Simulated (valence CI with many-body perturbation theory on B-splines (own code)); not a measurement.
Energy levels of Tb⁵⁹⁺

Calculated by relativistic CI+MBPT: four valence electrons over a frozen Dirac-Fock core [He], radial functions for each j: 11 s, 11 p, 10 d, 8 f, 5 g, 2 h, with the one-electron correlation potential Σ1, the two-electron term Σ2, the three-electron term Σ3, Breit, model QED; selected CI, second order for the rest, scaled by the run's own slope (own B-spline code, finite nucleus).

The last digits are not significant, and no measured levels were compared; by estimate large intervals hold to a few tenths of a per cent, small ones and those within an open d or f shell to about a per cent. Among the levels kept, up to 930 cm⁻¹ of a level comes from second order outside the variational space, and about a tenth of that is noise between levels of different J, which matters for small intervals.

Levels 181 to 208 of 208, with energies above the lowest level, (2s^2 2p1/2^2) J=0. "Leading %" is the weight of the configuration and term that name the level; weights of strongly mixed levels are sums over their largest components and can fall short. In the jj column 3d3/2^4 stands for four electrons in 3d with j = 3/2. Lifetimes count E1, E2, E3, M1 and M2 decay at the calculated energies, and are blank where another channel may lead or the interval is too uncertain; long ones can be off by a factor of two.

```csv
No.,Configuration,Term,J,E (eV),Leading %,Leading jj,Lifetime,Second component
181,2s 2p2 3d,3D,2,9989,57,2s 2p3/2^2 3d3/2 (74 %),907 as,21 % 2s 2p2 3d 1D
182,2s 2p2 3d,3P,0,9996,70,2s 2p3/2^2 3d3/2 (83 %),797 as,27 % 2s 2p2 3d 1S
183,2s 2p2 3d,3F,4,10028,64,2s 2p3/2^2 3d5/2 (97 %),73.7 fs,15 % 2s 2p2 3d 1G
184,2s 2p2 3d,3D,3,10031,76,2s 2p3/2^2 3d5/2 (99 %),33.6 fs,5 % 2s 2p2 3d 3F
185,2s 2p2 3d,3D,3,10036,47,2s 2p3/2^2 3d5/2 (98 %),944 as,22 % 2s 2p2 3d 1F
186,2s 2p2 3d,1D,2,10044,50,2s 2p3/2^2 3d5/2 (96 %),6.07 fs,28 % 2s 2p2 3d 3D
187,2s 2p2 3d,3P,1,10047,37,2s 2p3/2^2 3d5/2 (96 %),945 as,29 % 2s 2p2 3d 1P
188,2s 2p2 3d,1D,2,10061,36,2s 2p3/2^2 3d5/2 (94 %),612 as,26 % 2s 2p2 3d 3P
189,2p3 3p,5P,3,10079,54,2p1/2 2p3/2^2 3p3/2 (99 %),4.04 fs,24 % 2p3 3p 3F
190,2p3 3p,3P,0,10082,99,2p1/2 2p3/2^2 3p3/2 (99 %),3.67 fs,
191,2p3 3p,3P,2,10082,38,2p1/2 2p3/2^2 3p3/2 (97 %),3.41 fs,29 % 2p3 3p 3D
192,2p3 3p,1P,1,10096,48,2p1/2 2p3/2^2 3p3/2 (98 %),3.60 fs,27 % 2p3 3p 3D
193,2p3 3p,3D,3,10102,68,2p1/2 2p3/2^2 3p3/2 (99 %),4.06 fs,29 % 2p3 3p 1F
194,2p3 3p,3F,4,10103,98,2p1/2 2p3/2^2 3p3/2 (98 %),4.20 fs,
195,2p3 3p,3P,1,10129,77,2p1/2 2p3/2^2 3p3/2 (100 %),3.83 fs,13 % 2p3 3p 1P
196,2p3 3p,1D,2,10142,51,2p1/2 2p3/2^2 3p3/2 (99 %),4.02 fs,27 % 2p3 3p 3P
197,2p3 3d,5D°,1,10150,46,2p1/2 2p3/2^2 3d3/2 (99 %),7.59 fs,40 % 2p3 3d 3D°
198,2p3 3d,3F°,2,10152,40,2p1/2 2p3/2^2 3d3/2 (99 %),9.45 fs,37 % 2p3 3d 5D°
199,2p3 3d,5D°,0,10153,54,2p1/2 2p3/2^2 3d3/2 (99 %),4.75 fs,25 % 2p3 3d 1S°
200,2p3 3d,3G°,3,10158,40,2p1/2 2p3/2^2 3d3/2 (98 %),5.01 fs,22 % 2p3 3d 3D°
201,2p3 3p,3P,1,10160,50,2p1/2 2p3/2^2 3p3/2 (100 %),3.80 fs,28 % 2p3 3p 3S
202,2p3 3p,3D,2,10163,44,2p1/2 2p3/2^2 3p3/2 (99 %),3.78 fs,35 % 2p3 3p 1D
203,2p3 3d,3G°,4,10172,51,2p1/2 2p3/2^2 3d3/2 (100 %),116 fs,37 % 2p3 3d 1G°
204,2p3 3d,3F°,3,10187,40,2p1/2 2p3/2^2 3d3/2 (98 %),1.04 fs,33 % 2p3 3d 3D°
205,2p3 3d,3P°,2,10189,34,2p1/2 2p3/2^2 3d3/2 (97 %),1.01 fs,32 % 2p3 3d 3D°
206,2p3 3d,3P°,1,10195,38,2p1/2 2p3/2^2 3d3/2 (96 %),893 as,30 % 2p3 3d 3S°
207,2p3 3d,5D°,4,10208,55,2p1/2 2p3/2^2 3d5/2 (100 %),112 fs,21 % 2p3 3d 3G°
208,2p3 3d,3D°,3,10211,51,2p1/2 2p3/2^2 3d5/2 (99 %),25.7 fs,27 % 2p3 3d 5D°
```
